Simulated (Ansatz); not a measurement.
Isolated molecules relaxed with PBE0-D4/def2-TZVP in Ansatz; ΔE leaves out vibrations. CCSD(T)/CBS is the MP2 limit (def2-TZVPP, def2-QZVPP) plus CCSD(T) − MP2 in def2-TZVPP, frozen cores. DFT in def2-TZVPP.

Reaction (isomerisation): `[SiH3]B1CN1` → `BN1C[SiH2]1`

`[SiH3]B1CN1`:

```xyz
10

Si   -1.533    0.954   -0.264
B     0.152   -0.077   -0.047
C     1.222   -0.881    0.786
N     1.242   -0.592   -0.642
H    -2.691    0.106    0.131
H    -1.512    2.146    0.627
H    -1.746    1.417   -1.662
H     1.958   -0.366    1.402
H     1.049   -1.916    1.075
H     1.859   -0.791   -1.407
```

`BN1C[SiH2]1`:

Cartesian coordinates in Å:
```
B -0.613 -0.989 1.296
N -0.142 -0.260 0.215
C 0.461 1.087 0.060
Si 0.223 0.042 -1.432
H -1.058 -2.084 1.102
H -0.566 -0.513 2.397
H 1.448 1.206 0.503
H -0.208 1.920 0.267
H -0.899 0.282 -2.364
H 1.354 -0.690 -2.043
```

CCSD(T)/CBS gives -62.0 kJ/mol.

(1) Another level gave -68.7 kJ/mol. Which?
A. RPA@PBE/def2-TZVPP
B. B97M-V/def2-TZVPP
C. SCS-MP2/def2-TZVPP
D. LDA (SPW92)/def2-TZVPP

(2) What do rigid-rotor, harmonic-oscillator terms from PBE0-D4/def2-TZVP frequencies (298.15 K, 1 bar) make of the CCSD(T)/CBS value? (Estimate.)

Largest T1 diagnostic among the species: 0.014.

## Answers

(1) C. SCS-MP2/def2-TZVPP -68.7, B97M-V -56.1, LDA (SPW92) -49.8, RPA@PBE/def2-TZVPP -61.3 kJ/mol.

(2) Computed: ΔZPE = +0.6 kJ/mol, ΔH = -63.7 kJ/mol, ΔS = -21 J/(mol·K), ΔG = -57.5 kJ/mol.

From BLYP to BHLYP (50 % exact exchange), in def2-TZVPP and without D4, ΔE moves by −7.1 kJ/mol. At CCSD(T), def2-SVP lies +22.1 kJ/mol from the extrapolated value and def2-TZVPP +0.7 kJ/mol. Leaving LDA and LC-ωPBE aside and taking each functional with its dispersion term where it has one, the values, not all of them listed here, spread over 18.0 kJ/mol, from BHLYP-D4 to PBE-D4.
